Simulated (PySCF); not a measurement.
# Computed beside measured shifts: MeSiCl(SeBu)2 (C9H21ClSe2Si)

System: MeSiCl(SeBu)2 (C9H21ClSe2Si), SMILES CCCC[Se][Si](C)(Cl)[Se]CCCC.

Atom-mapped SMILES (hydrogens are numbered by the atom that bears them): [CH3:1][CH2:2][CH2:3][CH2:4][Se:5][Si:6]([CH3:7])([Cl:8])[Se:9][CH2:10][CH2:11][CH2:12][CH3:13]

Level of theory: GIAO KT3/pcSseg-1, gas phase, PySCF SCF with an in-house response code, fitting set def2-universal-JFIT, grid level 2, non-relativistic, on the GFN2-xTB geometry.

One optimised conformer. Values are averaged over the atoms that symmetry or fast rotation interchanges, on this one geometry and without vibrational averaging. Shifts are the reference shielding less the shielding here, at the same level (13C, 1H, 29Si against isolated TMS; 77Se against isolated Me2Se); nuclei without a reference have shieldings only.

Spin-orbit coupling is left out, which matters for the heavier atoms here.

**Question.** What shifts does this level give for Si6, Se5/9, and how do they compare with measurement?

**Answer.** 
```csv
atom,nucleus,computed / ppm,measured / ppm,computed less measured,measured against,medium of the measurement
Si6,29Si,63.6,20.3,43.3,TMS,solution
Se5/9,77Se,-68.5,-28,-40.5,Me2Se,solution
```

Measured values: U. Herzog, Habilitationsschrift, TU Bergakademie Freiberg, 2002/2003.
